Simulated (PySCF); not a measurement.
This script is equivalent to a calculation on Sb (antimony, neutral).

```python
from pyscf import gto, scf, dft, mp, cc
import basis_set_exchange as bse
mol = gto.M(atom="Sb 0 0 0", charge=0, spin=3, symmetry="D2h",
            basis=gto.basis.parse(bse.get_basis("x2c-SVPall", elements=["Sb"], fmt="nwchem", header=False)),
            nucmod="G")
mf = dft.UKS(mol, xc="B3LYP").sfx2c1e()
mf.irrep_nelec = {'Ag': (9, 9), 'B1g': (2, 2), 'B2g': (2, 2), 'B3g': (2, 2), 'B1u': (4, 3), 'B2u': (4, 3), 'B3u': (4, 3)}
mf.kernel()
```

Problem. What total energy does it give?

Solution. -6480.08 hartree (calculated).

Problem. Which occupied shell lies highest, and where?

Solution. 5p α, at -5.964 eV.

Problem. What is ⟨S²⟩, and what would a pure spin state give?

Solution. 3.750, against 3.75.
